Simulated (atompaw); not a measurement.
## Reading a pseudo-wave (B)

Columns: radius, all-electron u(r) and pseudo u(r) of the 2p shell (level -13.46 eV) of boron in the configuration [He] 2s2 2p0; LDA (PW92), scalar-relativistic, PAW (atompaw) scheme, atompaw 4.2.0.5.

```tsv
r (bohr)	all-electron	pseudo
0.115	0.0433	0.0061
0.231	0.1354	0.0241
0.346	0.2408	0.0531
0.462	0.3443	0.0923
0.577	0.4364	0.1392
0.692	0.5150	0.1920
0.808	0.5797	0.2492
0.923	0.6297	0.3073
1.038	0.6665	0.3644
1.154	0.6914	0.4189
1.269	0.7051	0.4678
1.385	0.7094	0.5103
1.500	0.7057	0.5444
1.615	0.6952	0.5697
1.731	0.6792	0.5859
1.846	0.6590	0.5929
1.962	0.6353	0.5913
2.077	0.6093	0.5821
2.192	0.5815	0.5663
2.308	0.5524	0.5450
2.423	0.5230	0.5201
2.538	0.4935	0.4928
2.654	0.4638	0.4639
2.769	0.4350	0.4352
2.885	0.4066	0.4067
3.000	0.3794	0.3794
```

(1) How many radial nodes do the two functions have?

(2) Where does each function peak?

(3) Is the pseudo-wave norm-conserving?

Answers

(1) The all-electron 2p function has n − l − 1 = 0; the pseudo-wave has 0.

(2) Outermost all-electron maximum near 1.39 bohr, pseudo maximum near 1.85 bohr (to the table’s step).

(3) No, it belongs to a PAW set: the norm inside the radius is not constrained, and the difference is carried by the augmentation charge.
